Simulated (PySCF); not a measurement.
2-hydroxy-1,3,2-dioxaborolane (C₂H₅BO₃), SMILES OB1OCCO1. Atoms are numbered in the order given.

```xyz
11

O     -0.1167    -2.1148     0.0000
B     -0.0466    -0.7662     0.0000
O     -1.1603     0.0256     0.0000
C     -0.7379     1.3727     0.0000
C      0.8093     1.3185     0.0000
O      1.1306    -0.0583     0.0000
H      0.7587    -2.5131     0.0000
H     -1.1366     1.8873    -0.8898
H     -1.1366     1.8873     0.8898
H      1.2451     1.8012     0.8901
H      1.2451     1.8012    -0.8901
```
Charge 0, spin multiplicity 1.

The structure is a stationary point at PBE0-D3(BJ)/def2-SVP. A frequency run showed that this geometry is not a minimum. The values are those of a single conformer.

The numbers are results of PBE/pcSseg-1 (PySCF), not measurements.

GIAO shieldings, no solvent; atoms listed in one row are averaged. δ = σ(ref) − σ: ¹⁷O against H2O (σ = 334.3 ppm); ¹¹B against BF3 (σ = 83.9 ppm); ¹³C against TMS (σ = 182.0 ppm); ¹H against TMS (σ = 31.49 ppm), references at their B3LYP-D3(BJ)/def2-TZVP geometries, non-relativistic.

Estimate the chemical shifts. (Estimate from the structure and the level; the computed values follow.)


| nucleus | atoms | count | δ (ppm) |
|---|---|---|---|
| ¹⁷O | O6 | 1 | 101.0 |
| ¹⁷O | O3 | 1 | 97.3 |
| ¹⁷O | O1 | 1 | 75.0 |
| ¹¹B | B2 | 1 | 11.0 |
| ¹³C | C4, C5 | 2 | 72.2 |
| ¹H | H8, H9 | 2 | 4.61 |
| ¹H | H11, H10 | 2 | 4.51 |
| ¹H | H7 | 1 | 3.08 |
